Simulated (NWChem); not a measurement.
System: boron monoxide dimer (B₂O₂); SMILES O=BB=O

Input file for NWChem:

```
start job
memory heap 200 mb stack 700 mb global 900 mb
geometry units angstroms
  O      0.000000     0.000000    -2.025435
  B      0.000000     0.000000    -0.826223
  B      0.000000     0.000000     0.826223
  O      0.000000     0.000000     2.025435
end
basis spherical
  * library sto-3g
end
dft
  xc hfexch
  iterations 150
end
driver
  maxiter 120
end
task dft optimize
task dft freq
```

Excerpt of the output:

```
             Northwest Computational Chemistry Package (NWChem) 7.3.0
             --------------------------------------------------------

 ORDER OF PRIMARY AXIS IS BEING SET TO 4
 D4H symmetry detected

 AUTOZ failed to generate good internal coordinates.
 Cartesian coordinates will be used in optimizations.

                             Geometry "geometry" -> ""
                             -------------------------

 Output coordinates in angstroms (scale by  1.889725989 to convert to a.u.)

  No.       Tag          Charge          X              Y              Z
 ---- ---------------- ---------- -------------- -------------- --------------
    1 O                    8.0000     0.00000000     0.00000000    -2.02543500
    2 B                    5.0000     0.00000000     0.00000000    -0.82622300
    3 B                    5.0000     0.00000000     0.00000000     0.82622300
    4 O                    8.0000     0.00000000     0.00000000     2.02543500

 Effective nuclear repulsion energy (a.u.)      66.5136065449

      Symmetry information
      --------------------

 Group name             D4h
 Group number             28
 Group order              16
 No. of unique centers     2

  xc_inp: hfexch multiplicative factor not found.

                           NWChem Geometry Optimization
                           ----------------------------

 maximum gradient threshold         (gmax) =   0.000450
 rms gradient threshold             (grms) =   0.000300
 maximum cartesian step threshold   (xmax) =   0.001800
 rms cartesian step threshold       (xrms) =   0.001200
 fixed trust radius                (trust) =   0.300000
 source of zmatrix                         =

          -------------------
          Energy Minimization
          -------------------

 Using diagonal initial Hessian

          --------
          Step   0

                                 NWChem DFT Module
                                 -----------------

 Summary of "ao basis" -> "ao basis" (spherical)
 ------------------------------------------------------------------------------
       Tag                 Description            Shells   Functions and Types
 ---------------- ------------------------------  ------  ---------------------
 O                           sto-3g                  3        5   2s1p
 B                           sto-3g                  3        5   2s1p

      Symmetry analysis of basis
      --------------------------

        a1g         6
        a1u         0
        a2g         0
        a2u         6
        b1g         0
        b1u         0
        b2g         0
        b2u         0
        eg          4
        eu          4

            General Information
            -------------------
          SCF calculation type: DFT
          Wavefunction type:  closed shell.
          No. of atoms     :     4
          No. of electrons :    26
           Alpha electrons :    13
            Beta electrons :    13
          Charge           :     0
          Spin multiplicity:     1
          Use of symmetry is: on ; symmetry adaption is: on
          Maximum number of iterations: 150
          AO basis - number of functions:    20
                     number of shells:    12
          Convergence on energy requested:  1.00D-06
          Convergence on density requested:  1.00D-05
          Convergence on gradient requested:  5.00D-04

              XC Information
              --------------
                     Hartree-Fock (Exact) Exchange  1.000

      Superposition of Atomic Density Guess
      -------------------------------------

 Sum of atomic energies:        -195.87113367

      Non-variational initial energy
      ------------------------------

 Total energy =    -196.346773
 1-e energy   =    -403.574111
 2-e energy   =     140.713732
 HOMO         =      -0.323259
 LUMO         =       0.209221

      Symmetry analysis of molecular orbitals - initial
      -------------------------------------------------

  Numbering of irreducible representations:

     1 a1g         2 a1u         3 a2g         4 a2u         5 b1g
     6 b1u         7 b2g         8 b2u         9 eg         10 eu

  Orbital symmetries:

     1 a2u         2 a1g         3 a1g         4 a2u         5 a1g
     6 a2u         7 a1g         8 a2u         9 a1g        10 eu
    11 eu         12 eg         13 eg         14 eu         15 eu
    16 a2u        17 eg         18 eg         19 a1g        20 a2u

[...]

      ----------------------
      Optimization converged
      ----------------------

  Step       Energy      Delta E   Gmax     Grms     Xrms     Xmax
  ---- ---------------- -------- -------- -------- -------- --------
@    3    -196.53011000 -1.1D-06  0.00004  0.00002  0.00086  0.00156
                                     ok       ok       ok       ok

                         Geometry "geometry" -> "geometry"
                         ---------------------------------

 Output coordinates in angstroms (scale by  1.889725989 to convert to a.u.)

  No.       Tag          Charge          X              Y              Z
 ---- ---------------- ---------- -------------- -------------- --------------
    1 O                    8.0000     0.00000000     0.00000000    -1.98112467
    2 B                    5.0000     0.00000000     0.00000000    -0.80491528
    3 B                    5.0000     0.00000000     0.00000000     0.80491528
    4 O                    8.0000     0.00000000     0.00000000     1.98112467

 Effective nuclear repulsion energy (a.u.)      67.9525596897

      Symmetry information
      --------------------

 Group name             D4h
 Group number             28
 Group order              16
 No. of unique centers     2

 ==============================================================================
                                internuclear distances
 ------------------------------------------------------------------------------
       center one      |      center two      | atomic units |  angstroms
 ------------------------------------------------------------------------------
    2 B                |   1 O                |     2.22271  |     1.17621
    3 B                |   2 B                |     3.04214  |     1.60983
    4 O                |   3 B                |     2.22271  |     1.17621
 ------------------------------------------------------------------------------
                         number of included internuclear distances:          3
 ==============================================================================

[second-derivative integrals and response iterations left out]

  Vibrational analysis via the FX method

  See chapter 2 in "Molecular Vibrations" by Wilson, Decius and Cross

  Vib: Default input used

 ---------------------------- Atom information ----------------------------
     atom    #        X              Y              Z            mass
 --------------------------------------------------------------------------
    O        1  0.0000000D+00  0.0000000D+00 -3.7437828D+00  1.5994910D+01
    B        2  0.0000000D+00  0.0000000D+00 -1.5210693D+00  1.1009310D+01
    B        3  0.0000000D+00  0.0000000D+00  1.5210693D+00  1.1009310D+01
    O        4  0.0000000D+00  0.0000000D+00  3.7437828D+00  1.5994910D+01
 --------------------------------------------------------------------------

[unprojected Hessian and modes left out]

[...]

 Rotational Constants
 --------------------
 A=   0.000000 cm-1  (  0.000000 K)
 B=   0.120567 cm-1  (  0.173465 K)
 C=   0.120567 cm-1  (  0.173465 K)

 Temperature                      =   298.15K
 frequency scaling parameter      =   1.0000

 Linear Molecule

 Zero-Point correction to Energy  =   10.443 kcal/mol  (  0.016642 au)
 Thermal correction to Energy     =   12.780 kcal/mol  (  0.020367 au)
 Thermal correction to Enthalpy   =   13.372 kcal/mol  (  0.021310 au)

 Total Entropy                    =   57.783 cal/mol-K
   - Translational                =   37.865 cal/mol-K (mol. weight =  54.0084)
   - Rotational                   =   15.406 cal/mol-K (symmetry #  =        2)
   - Vibrational                  =    4.512 cal/mol-K

 Cv (constant volume heat capacity) =   11.274 cal/mol-K
   - Translational                  =    2.979 cal/mol-K
   - Rotational                     =    1.986 cal/mol-K
   - Vibrational                    =    6.308 cal/mol-K

[normal modes left out]

 ----------------------------------------------------------------------------
 Normal Eigenvalue ||           Projected Infra Red Intensities
  Mode   [cm**-1]  || [atomic units] [(debye/angs)**2] [(KM/mol)] [arbitrary]
 ------ ---------- || -------------- ----------------- ---------- -----------
    1       -0.000 ||    0.000000           0.000         0.000       0.000
    2       -0.000 ||    0.000000           0.000         0.000       0.000
    3        0.000 ||    0.000000           0.000         0.000       0.000
    4        0.000 ||    0.000000           0.000         0.000       0.000
    5        0.000 ||    0.000000           0.000         0.000       0.000
    6      255.892 ||    0.033796           0.780        32.946      35.355
    7      255.892 ||    0.033796           0.780        32.946      35.355
    8      619.068 ||    0.000000           0.000         0.000       0.000
    9      619.068 ||    0.000000           0.000         0.000       0.000
   10      706.512 ||    0.000000           0.000         0.000       0.000
   11     2320.985 ||    0.047119           1.087        45.933      49.291
   12     2530.870 ||    0.000000           0.000         0.000       0.000
 ----------------------------------------------------------------------------
```

Level: Hartree-Fock/STO-3G.
